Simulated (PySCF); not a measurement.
Isomers of C4H11ClOSi2.

All values: CAM-B3LYP/def2-SVPD (PySCF) at PBE0-D3(BJ)/def2-SVP geometries, gas phase, one conformer each. Core orbitals are frozen in the response; Δα² is half the sum of the squared differences of the principal polarisabilities.

**Question.** Rank by HOMO–LUMO gap, highest first.
A. `[Cl:1][CH2:2][SiH2:3][O:4][SiH2:5][CH:6]1[CH2:7][CH2:8]1` with Cl1–C2–Si3–O4 180°, C2–Si3–O4–Si5 166°, Si3–O4–Si5–C6 132°, O4–Si5–C6–C7 152°
B. `[SiH3:1][O:2][Si@@H:3]([Cl:4])[CH2:5][CH:6]1[CH2:7][CH2:8]1` with Si1–O2–Si3–Cl4 -15°, O2–Si3–C5–C6 -179°, Si3–C5–C6–C7 -155°
C. `[SiH3:1][CH2:2][Si@:3]1([Cl:4])[CH2:5][CH2:6][CH2:7][O:8]1` with Si1–C2–Si3–Cl4 -70°, C2–Si3–C5–C6 -145°, Si3–C5–C6–C7 38°, C5–C6–C7–O8 -37°, C6–C7–O8–Si3 16°

**Answer.** C (10.48 eV), A (10.18 eV), B (10.06 eV).

**Question.** Rank by dipole moment, highest first.
A. `[SiH3:1][O:2][Si@@H:3]([Cl:4])[CH2:5][CH:6]1[CH2:7][CH2:8]1` with Si1–O2–Si3–Cl4 -15°, O2–Si3–C5–C6 -179°, Si3–C5–C6–C7 -155°
B. `[SiH3:1][CH2:2][Si@:3]1([Cl:4])[CH2:5][CH2:6][CH2:7][O:8]1` with Si1–C2–Si3–Cl4 -70°, C2–Si3–C5–C6 -145°, Si3–C5–C6–C7 38°, C5–C6–C7–O8 -37°, C6–C7–O8–Si3 16°
C. `[CH3:1][Si@:2]1([CH2:3][Cl:4])[CH2:5][CH2:6][SiH2:7][O:8]1` with C1–Si2–C3–Cl4 -67°, C1–Si2–C5–C6 -93°, Si2–C5–C6–Si7 -33°, C5–C6–Si7–O8 28°, C6–Si7–O8–Si2 -10°
D. `[Cl:1][CH2:2][SiH2:3][O:4][SiH2:5][CH:6]1[CH2:7][CH2:8]1` with Cl1–C2–Si3–O4 180°, C2–Si3–O4–Si5 166°, Si3–O4–Si5–C6 132°, O4–Si5–C6–C7 152°

**Answer.** B (3.06 D), D (2.57 D), A (1.57 D), C (1.15 D).

**Question.** Rank by HOMO energy, highest first.
A. `[SiH3:1][O:2][Si@@H:3]([Cl:4])[CH2:5][CH:6]1[CH2:7][CH2:8]1` with Si1–O2–Si3–Cl4 -15°, O2–Si3–C5–C6 -179°, Si3–C5–C6–C7 -155°
B. `[SiH3:1][CH2:2][Si@:3]1([Cl:4])[CH2:5][CH2:6][CH2:7][O:8]1` with Si1–C2–Si3–Cl4 -70°, C2–Si3–C5–C6 -145°, Si3–C5–C6–C7 38°, C5–C6–C7–O8 -37°, C6–C7–O8–Si3 16°
C. `[CH3:1][Si@:2]1([CH2:3][Cl:4])[CH2:5][CH2:6][SiH2:7][O:8]1` with C1–Si2–C3–Cl4 -67°, C1–Si2–C5–C6 -93°, Si2–C5–C6–Si7 -33°, C5–C6–Si7–O8 28°, C6–Si7–O8–Si2 -10°

**Answer.** A (-9.16 eV), C (-9.30 eV), B (-9.57 eV).

All values together:

| SMILES | μ (D) | HOMO (eV) | LUMO (eV) | α (Å³) | Δα (Å³) | ΔSCF removal energy (eV) |
| --- | --- | --- | --- | --- | --- | --- |
| ClC[SiH2]O[SiH2]C1CC1 | 2.57 | -9.48 | 0.70 | 16.94 | 5.64 | – |
| C[Si@]1(CCl)CC[SiH2]O1 | 1.15 | -9.30 | 0.85 | 16.26 | 3.82 | – |
| [SiH3]C[Si@]1(Cl)CCCO1 | 3.06 | -9.57 | 0.91 | 16.63 | 3.88 | – |
| [SiH3]O[Si@@H](Cl)CC1CC1 | 1.57 | -9.16 | 0.89 | 16.58 | 4.07 | 9.81 |

Conformers: `[Cl:1][CH2:2][SiH2:3][O:4][SiH2:5][CH:6]1[CH2:7][CH2:8]1` with Cl1–C2–Si3–O4 180°, C2–Si3–O4–Si5 166°, Si3–O4–Si5–C6 132°, O4–Si5–C6–C7 152°; `[CH3:1][Si@:2]1([CH2:3][Cl:4])[CH2:5][CH2:6][SiH2:7][O:8]1` with C1–Si2–C3–Cl4 -67°, C1–Si2–C5–C6 -93°, Si2–C5–C6–Si7 -33°, C5–C6–Si7–O8 28°, C6–Si7–O8–Si2 -10°; `[SiH3:1][CH2:2][Si@:3]1([Cl:4])[CH2:5][CH2:6][CH2:7][O:8]1` with Si1–C2–Si3–Cl4 -70°, C2–Si3–C5–C6 -145°, Si3–C5–C6–C7 38°, C5–C6–C7–O8 -37°, C6–C7–O8–Si3 16°; `[SiH3:1][O:2][Si@@H:3]([Cl:4])[CH2:5][CH:6]1[CH2:7][CH2:8]1` with Si1–O2–Si3–Cl4 -15°, O2–Si3–C5–C6 -179°, Si3–C5–C6–C7 -155°.

A dash marks a removal energy that wasn't run or isn't settled.
